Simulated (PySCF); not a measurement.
# Sc²⁺ (scandium, charge +2) across methods

[Ar] 4p1, 2P determinant (an excited configuration). All numbers are calculated (PySCF 2.14, scalar relativity by spin-free X2C-1e, in aug-cc-pVDZ-DK). The B2PLYP total includes its PT2 part (frozen core); its orbital energies are those of the SCF part.

```csv
method,E (hartree),mean ε 3p α (eV),mean ε 3p β (eV),mean ε 4p α (eV),Σ⟨r²⟩ (bohr²),⟨S²⟩
wB97X,-763.172,-62.327,-62.285,-16.777,27.84,0.750
B3LYP,-763.180,-59.273,-59.194,-15.287,27.79,0.750
PBE,-762.937,-57.214,-57.119,-14.876,27.77,0.750
r2SCAN,-763.124,-58.018,-57.960,-14.834,27.71,0.750
PBE0,-762.981,-59.796,-59.686,-15.386,27.77,0.750
B2PLYP,-762.957,-62.163,-62.052,-15.748,27.83,0.750
TPSS,-763.188,-57.462,-57.383,-14.816,27.72,0.750
UHF,-762.35352,-66.171,-66.004,-16.510,27.99,0.750
LDA,-761.159,-57.249,-57.152,-14.815,27.85,0.750
```
